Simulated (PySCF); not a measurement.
Diatomics of Tl with the chalcogens

HF with triple-zeta basis sets in PySCF, for the lowest determinant that a PBE0 search found; no spin–orbit coupling. De refers to high-spin ground-configuration atoms. A positive dipole means M(−)Tl(+).

```tsv
M	basis	reference	state (unpaired electrons)	Re (Å)	ωe (cm⁻¹)	De (eV)	μ (D)
O	x2c-TZVPPall	UHF	doublet (π ↑)	2.170	469	1.31	3.97
S	x2c-TZVPPall	UHF	doublet (π ↑)	2.615	261	1.78	4.17
Se	def2-TZVPP	UHF	doublet (π ↑)	2.749	168	1.69	4.31
```

The shortest bond is that of TlO (2.170 Å), the longest that of TlSe (2.749 Å).

The rows differ in basis set, which adds steps of its own.

Down a group the atoms grow and get heavier, so bonds lengthen and wavenumbers fall; this series shows no clear exception.

Spin–orbit coupling is left out, which matters for elements this heavy, above all for dissociation energies. Hartree–Fock leaves out correlation, which carries a large part of most bond energies and some tenths to 1 eV of ionisation energies. States were picked by a PBE0 search and need not be the measured ground states.
